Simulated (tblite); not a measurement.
C2H8N2O3Si2.
SMILES with atom numbers: `[O:1]=[CH:2][O:3][Si@@H:4]1[NH:5][CH2:6][Si@@H:7]([OH:8])[NH:9]1` (hydrogens: H10 on C2; H11 on Si4; H12 on N5; H13, H14 on C6; H15 on Si7; H16 on O8; H17 on N9)

Structure optimised with GFN2-xTB, isolated species.

Question: What internal coordinates does the optimisation give?

Answer: 
```
   bond  length (Å)   order
  O1=C2       1.197  double
  C2–O3       1.298  single
 O3–Si4       1.676  single
 Si4–N5       1.701  single
  N5–C6       1.452  single
 C6–Si7       1.907  single
 Si7–O8       1.624  single
 Si7–N9       1.724  single
 Si4–N9       1.718  single
 C2–H10       1.105  single
Si4–H11       1.465  single
 N5–H12       1.009  single
 C6–H13       1.097  single
 C6–H14       1.091  single
Si7–H15       1.454  single
 O8–H16       0.954  single
 N9–H17       1.002  single
```

Orders are formal, as drawn. A selection of angles:
```
     angle  degrees
  O1–C2–O3    125.5
 O1–C2–H10    122.9
 O3–C2–H10    111.6
 C2–O3–Si4    117.4
 O3–Si4–N5    113.1
 O3–Si4–N9    107.9
O3–Si4–H11    106.5
 N5–Si4–N9     98.5
N5–Si4–H11    119.4
N9–Si4–H11    110.8
 Si4–N5–C6    115.9
Si4–N5–H12    122.0
 C6–N5–H12    114.6
 N5–C6–Si7    106.9
 N5–C6–H13    110.9
 N5–C6–H14    109.1
Si7–C6–H13    110.8
Si7–C6–H14    112.5
H13–C6–H14    106.7
 C6–Si7–O8    114.6
 C6–Si7–N9     96.7
C6–Si7–H15    115.5
 O8–Si7–N9    113.9
O8–Si7–H15    101.8
N9–Si7–H15    115.0
Si7–O8–H16    122.2
Si7–N9–H17    122.8
Si4–N9–Si7    114.3
Si4–N9–H17    122.5
```

Dihedral angles: O1–C2–O3–Si4 1° (synperiplanar); C2–O3–Si4–N5 -68° (synclinal); O3–Si4–N5–C6 -142° (anticlinal); Si4–N5–C6–Si7 30°; N5–C6–Si7–O8 -137° (anticlinal); C6–Si7–N9–Si4 0° (synperiplanar); O3–Si4–N9–Si7 132° (anticlinal); H16–O8–Si7–C6 56° (synclinal).

The 5-membered ring Si4–N5–C6–Si7–N9 has internal angles of 96.7° to 115.9° (sum 532°, against 540° for a flat polygon); it is puckered, 0.12 Å rms from its mean plane, widest ring torsion 30°. N9 (nitrogen bridging silicon atoms) is planar (angles 122.8°, 122.5° and 114.3°, sum 359.6°, 0.05 Å off the plane of its three neighbours). The 2 O–Si bonds span 1.624 Å (Si7–O8, drawn single) to 1.676 Å (O3–Si4, drawn single), a spread of 0.052 Å. The 3 N–Si bonds span 1.701 Å (Si4–N5, drawn single) to 1.724 Å (Si7–N9, drawn single), a spread of 0.023 Å. Si7 (oxygen-bound silicon) has angles from 96.7° to 115.5°. N5 (silicon-bound nitrogen) has angles 122.0°, 115.9° and 114.6°, sum 352.5°, 0.21 Å off the plane of its three neighbours. Si4 (oxygen-bound silicon) is distorted tetrahedral (angles from 98.5° to 119.4°).

Point group: C1 (no symmetry element, even within 0.4 Å). Its GFN2-xTB frequencies are all real (lowest 40 cm⁻¹). One conformer, not necessarily the lowest (O1–C2–O3–Si4 1°, C2–O3–Si4–N5 -68°, C6–Si7–O8–H 56°, O3–Si4–N5–C6 -142°, Si4–N5–C6–Si7 30°, N5–C6–Si7–O8 -137°, C6–Si7–N9–Si4 0°). 3 starts were optimised and ended at 0.00, 0.04 and 0.50 kcal/mol (GFN2-xTB); the lowest of these is shown.

The numbers are calculated, not measured.
